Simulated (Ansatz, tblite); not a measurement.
Cost and result up the ladder for B13 (13 atoms). Total charge 0; doublet. Geometry: PBE-D4/def2-SVP.

```csv
atom,x (Å),y (Å),z (Å)
B1,0.949,2.425,-0.258
B2,2.012,-1.725,-0.226
B3,2.615,-0.308,-0.383
B4,0.963,-0.423,-0.123
B5,-0.578,2.615,-0.041
B6,-1.082,-2.363,0.284
B7,0.472,-2.153,0.035
B8,1.863,1.128,-0.335
B9,-0.738,-0.672,0.147
B10,-2.397,0.201,0.347
B11,-1.789,1.632,0.185
B12,-0.022,1.009,-0.041
B13,-2.268,-1.366,0.410
```

Ansatz on 4 threads of Arm Neoverse V1 on a shared host; xTB runs through tblite on one thread. Times are rough, summed over both states, and most runs start from the orbitals of an earlier one. ωB97X-V/def2-TZVP serves as the yardstick here, not as an exact answer. Differences are given only for rows in sets of like size (and for xTB, whose basis is part of the method), since another set adds its own error. The other state is a quartet at its own geometry.

The xTB rows come from tblite. B3LYP takes the VWN-RPA correlation. The structure comes from a short search, and lower isomers may exist.

Run but left out: HF/6-31G, MP2/def2-SVP (quartet: ⟨S²⟩ 4.04 to 4.07, where a pure state has 3.75).

xTB has no spin-polarisation term.

```
                            level  functions  wall time  quartet − doublet (eV)  difference from ωB97X-V/def2-TZVP (eV)                                                                           remarks
                         GFN1-xTB         52    0.019 s                    1.60                                   -0.46                                                                                 –
                         GFN2-xTB         52     0.03 s                    1.14                                   -0.93                                                                                 –
                   B3LYP-D4/6-31G        117       11 s                    1.83                                       –                                                                                 –
                 PBE-D4/def2-TZVP        403       37 s                    1.49                                   -0.58                                                                                 –
r2SCAN-D4/def2-TZVP (with forces)        403       73 s                    1.49                                   -0.57                                                                                 –
                PBE0-D4/def2-TZVP        403       98 s                    1.67                                   -0.39                                                                                 –
                     HF/def2-TZVP        403    6.8 min                    2.11                                    0.04  spin-contaminated (⟨S²⟩ 0.88) (doublet), spin-contaminated (⟨S²⟩ 4.04) (quartet)
                ωB97X-V/def2-TZVP        403    8.3 min                    2.07                                    0.00                                                                                 –
```
